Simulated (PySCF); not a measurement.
NMR data sheet: C4H4F3N3

| Quantity | Value |
| --- | --- |
| Formula | C4H4F3N3 |
| SMILES | Cn1nncc1C(F)(F)F |
| Point group of the computed structure | Cs |
| Degrees of unsaturation | 3 |
| Carbon signals | 4 |
| Proton signals | 2 |

Mapped SMILES: `[CH3:1][n:2]1[n:3][n:4][cH:5][c:6]1[C:7]([F:8])([F:9])[F:10]`; H(Xn) means a hydrogen on atom n.

PySCF 2.14 calculation with geometry: GFN2-xTB and PBE0/pcSseg-1 with gauge-including orbitals; one computed conformer, fast rotation and ring inversion assumed for equivalent nuclei, non-relativistic, no solvent.

Chemical shifts δ = σref − σ; 1H, 13C vs TMS; 19F against CFCl3; NH3 for 15N, all at this level.

| carbon | δC, type | δH (multiplicity) | HMBC from (2–3 bonds) | span of the C tensor (ppm) |
| --- | --- | --- | --- | --- |
| C1 | 35.7, CH3 | 4.37 (s) | – | 53 |
| C5 | 139.7, CH | 8.10 (m) | – | 151 |
| C6 | 135.4, C | – | H(C5), H(C1) | 145 |
| C7 | 131.1, C | – | H(C5) | 19 |

Other nuclei:
| atoms | nucleus | environment | δ (ppm) | σ (ppm) |
| --- | --- | --- | --- | --- |
| F8/F9/F10 | 19F | fluorine of a CF3 group | -76.7 | 247.7 |
| N3 | 15N | pyridine-type nitrogen of an azole | 411.8 | -144.1 |
| N4 | 15N | pyridine-type nitrogen of an azole | 381.3 | -113.6 |
| N2 | 15N | pyrrole-type ring nitrogen | 258.9 | 8.8 |

- Carbon types of the structure: 2 × C, 1 × CH, 1 × CH3, which accounts for all hydrogens.
- δC 139.7: aromatic CH next to a ring nitrogen.
- δC 135.4: substituted aromatic carbon next to a ring nitrogen.
- δC 131.1: CF3 carbon; 3 electronegative neighbours deshield it.
- δC 35.7: methyl carbon bonded to N; the inductive effect lowers its shielding.
- δH 4.37: hydrogen on a methyl carbon bonded to N; its carbon carries N, an electronegative neighbour.

Splittings by 19F in the carbon and heteronuclear signals aren't shown, as no couplings were computed. Shifts are as computed. Against solution values, carbons near 30 ppm lie about +3 ppm off and those near 130 ppm about +5 ppm. Of 1211 compounds with measured shifts, 218 miss one by over three times the rms of a fit or turn the order of signals round; such compounds aren't used in these exercises. Unscaled 19F shifts against computed CFCl3 carry errors that often reach 10 to 50 ppm. Experimental scales use liquid or dissolved standards, which lie at an offset from isolated NH3 (liquid NH3: subtract about 20 ppm). Unscaled 15N shifts of sp2 nitrogen come out 20 to 40 ppm too high even then. No couplings were computed; multiplicities are counted from neighbouring protons, with m where these are inequivalent, close in shift, in a saturated or five-membered ring or joined by F or P, and br s for small geminal =CH2 splittings.
